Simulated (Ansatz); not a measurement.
Energy needed to pull apart CH3I (SMILES CI), closed shell, into free ground-state atoms, from the structure below (displaced at random from its PBE0-D4/def2-TZVP minimum); no zero-point or spin–orbit terms; open-shell atoms are treated unrestricted, in their ground-state multiplicity.

```
5
angstrom
C -0.0548 -0.1599 0.1410
I 0.3757 1.3218 -1.2819
H 0.7732 -0.8977 0.0844
H -0.0562 0.2573 1.1230
H -0.9839 -0.6220 -0.1356
```

Computed with Ansatz 0.2.0 (basis: def2-TZVPP); correlated methods freeze the cores. Filled d shells of the heavier atoms are correlated. Core potentials replace the inner electrons of the atoms past krypton. The def2 sets are not built for correlating such inner shells, so the correlated values are less sure here.

| method | atomization energy (eV) |
| --- | --- |
| PBE-D4 | 16.39 |
| r2SCAN-D4 | 16.14 |
| PBE0-D4 | 16.18 |
| wB97M-V | 16.09 |
| HF | 11.91 |
| MP2 | ? |
| CCSD | ? |
| CCSD(T) | 15.83 |

**Question.** What does CCSD give? (An estimate is asked for; the value comes from the calculation.)

**Answer.** Computed: 15.61 eV, which is about 0.22 eV less than CCSD(T)/def2-TZVPP.

**Question.** What does MP2 give? (Judge from chemistry; the value comes from the calculation.)

**Answer.** The calculation gives: 15.96 eV, which is about 0.13 eV more than CCSD(T)/def2-TZVPP.

In triple zeta the MP2 and coupled-cluster atomization energies are still short of their basis limit by a few kcal/mol a bond, whereas those of the functionals are nearly converged, so these differences are not deviations from converged CCSD(T).

T1 diagnostic: at most 0.008.

For scale, one of the runs: CCSD(T)/def2-TZVPP forces, 123 basis functions (an equivalent command: `ansatz run in.yaml --threads 2`). Hardware: 2 CPU threads, shared host. Wall time 46 s; peak host memory 1 GiB.
